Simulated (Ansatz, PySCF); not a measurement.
Reaction 0.5 R1 + 0.5 R2 → P1, each structure at its B3LYP-D3(BJ)/def2-TZVP stationary point, reached from a drawn start (curvature not checked).
R1: SiF4 (SMILES F[Si](F)(F)F), charge 0, multiplicity 1.
R2, SiCl4 (SMILES Cl[Si](Cl)(Cl)Cl) (charge 0, multiplicity 1):
```xyz
5

Si     0.0000     0.0000     0.0000
Cl     1.1735     1.1735     1.1735
Cl     1.1735    -1.1735    -1.1735
Cl    -1.1735     1.1735    -1.1735
Cl    -1.1735    -1.1735     1.1735
```
P1, Cl2F2Si (SMILES F[Si](F)(Cl)Cl) (charge 0, multiplicity 1, Z-matrix in Å and degrees):
```
Si
F 1 1.5763
F 1 1.5763 2 107.66
Cl 1 2.0176 2 109.30 3 -118.62
Cl 1 2.0176 2 109.30 3 118.62
```

P less R. No zero-point or thermal terms.

Frozen-core correlation throughout.

Run with Ansatz (a quantum-chemistry and plane-wave program); PySCF for the D3/D4 terms. Each number belongs to the level named beside it.

```csv
level,reaction energy (kcal/mol)
HF/cc-pV(T+d)Z,0.39
BLYP/def2-TZVPP,-0.18
revPBE-D3(BJ)/def2-TZVPP,0.79
r2SCAN/def2-TZVPP,0.15
PBE0-D4/def2-TZVPP,0.60
CAM-B3LYP/def2-TZVPP,-0.18
B2PLYP/def2-TZVPP,___
MP2/cc-pV(D+d)Z,___
SCS-MP2/cc-pV(D+d)Z,___
```

Q: What belongs in the gaps?

A: 
- B2PLYP/def2-TZVPP, reaction energy (kcal/mol): 0.45
- MP2/cc-pV(D+d)Z, reaction energy (kcal/mol): 0.27
- SCS-MP2/cc-pV(D+d)Z, reaction energy (kcal/mol): 0.03
